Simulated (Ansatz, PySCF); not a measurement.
F4H2SSi2, SMILES F[SiH2]S[Si](F)(F)F. Atoms are numbered in the order given.

```xyz
9

Si     1.8385     0.2409     0.9685
F      2.2288    -1.2984     0.6445
S      0.6334     1.0494    -0.6383
Si    -1.0778    -0.1640    -0.4425
F     -2.4042     0.7213    -0.2946
F     -0.9600    -1.0983     0.8603
F     -1.2920    -1.1159    -1.7111
H      1.1239     0.2802     2.2605
H      3.0612     1.0734     0.9380
```
Charge 0, spin multiplicity 1.

Geometry: B3LYP-D3(BJ)/def2-SVP. This is a generated structure with no PubChem entry under its InChIKey; it may be hypothetical. The values are those of a single conformer.

Two levels are set side by side: PBE-D3(BJ)/def2-SVP (Ansatz, a program for electronic structure) and B3LYP-D3(BJ)/def2-SVP (Ansatz). Each level has its own optimised geometry; the coordinates shown are those of the second. Frequencies come from the Hessian of PySCF at each geometry. Differences are taken from unrounded values.

```json
[
 {"quantity": "mean bond length (Å)", "B3LYP-D3(BJ)": "1.707"},
 {"quantity": "bond Si1–F2 (Å)", "B3LYP-D3(BJ)": "1.621"},
 {"quantity": "bond Si1–S3 (Å)", "B3LYP-D3(BJ)": "2.165"},
 {"quantity": "bond S3–Si4 (Å)", "B3LYP-D3(BJ)": "2.107"},
 {"quantity": "bond Si4–F5 (Å)", "B3LYP-D3(BJ)": "1.602"},
 {"quantity": "bond Si4–F6 (Å)", "B3LYP-D3(BJ)": "1.608"},
 {"quantity": "bond Si4–F7 (Å)", "B3LYP-D3(BJ)": "1.600"},
 {"quantity": "bond Si1–H8 (Å)", "B3LYP-D3(BJ)": "1.477"},
 {"quantity": "bond Si1–H9 (Å)", "B3LYP-D3(BJ)": "1.479"},
 {"quantity": "highest harmonic wavenumber (cm⁻¹)", "B3LYP-D3(BJ)": "2303"},
 {"quantity": "mean harmonic wavenumber (cm⁻¹)", "B3LYP-D3(BJ)": "686"},
 {"quantity": "zero-point energy (kcal/mol)", "B3LYP-D3(BJ)": "20.58"}
]
```

**Question.** What does PBE-D3(BJ) give, and how far is it from B3LYP-D3(BJ)? (An estimate is asked for; the answer gives what the named calculation found.)

**Answer.** 
```csv
quantity,PBE-D3(BJ),PBE-D3(BJ) minus B3LYP-D3(BJ)
mean bond length (Å),1.719,0.011
bond Si1–F2 (Å),1.632,0.011
bond Si1–S3 (Å),2.169,0.004
bond S3–Si4 (Å),2.114,0.007
bond Si4–F5 (Å),1.614,0.013
bond Si4–F6 (Å),1.621,0.013
bond Si4–F7 (Å),1.613,0.012
bond Si1–H8 (Å),1.492,0.015
bond Si1–H9 (Å),1.494,0.015
highest harmonic wavenumber (cm⁻¹),2236,-68
mean harmonic wavenumber (cm⁻¹),664,-22
zero-point energy (kcal/mol),19.92,-0.66
```

Exact exchange shortens and stiffens bonds; PBE has none. Differences between two approximate levels are no errors against the true value.
